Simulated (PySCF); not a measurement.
A GIAO shielding run with PySCF (density fitting, non-relativistic, gas phase) on `InChI=1S/C4H16N2OSi2/c1-4-7-9(8-5)6(2)3/h9H,4-5,8H2,1-3H3/t9-/m1/s1`:

```
$ OMP_NUM_THREADS=1 python probes_run.py task.json out

{"job": {"kind": "nmr", "xc": "PBE0", "basis": "pcSseg-1"}, "charge": 0, "multiplicity": 1}
C      3.010899     0.503449     1.172083
C      2.571405     0.256817    -0.265427
O      1.421812    -0.529878    -0.308493
Si    -0.083975    -0.037870    -0.675008
Si    -0.666129     1.817706     0.563795
N     -1.765364     2.750361    -0.386714
N     -0.980700    -1.481604    -0.390235
C     -2.378152    -1.473938    -0.718553
C     -0.666446    -2.394921     0.678045
H      2.237558     1.050238     1.705593
H      3.177250    -0.444765     1.676657
H      3.932351     1.079015     1.185454
H      2.399423     1.214051    -0.771387
H      3.355687    -0.280980    -0.811296
H     -0.185127     0.145217    -2.138323
H     -1.196843     1.495808     1.915389
H      0.409075     2.787170     0.846902
H     -2.502753     2.286559    -0.891180
H     -2.104970     3.624654    -0.020242
H     -2.997339    -1.095836     0.107801
H     -2.540609    -0.840317    -1.586626
H     -2.713690    -2.487190    -0.956234
H      0.400340    -2.353335     0.871464
H     -0.934560    -3.414166     0.383454
H     -1.210078    -2.152100     1.600908
```

Hardware: 1 thread of an Arm Neoverse V1, shared host. The job also computes population analyses, field gradients.

**Question.** How large is the calculation?

**Answer.** 90 electrons, 247 basis functions and 1319 auxiliary functions.

**Question.** How long does it take, and how much memory does it need?

**Answer.** 74 s of wall time, with 14 SCF cycles and 4 response iterations; peak memory 1.2 GiB. Times on a shared host scatter by some tens of per cent.
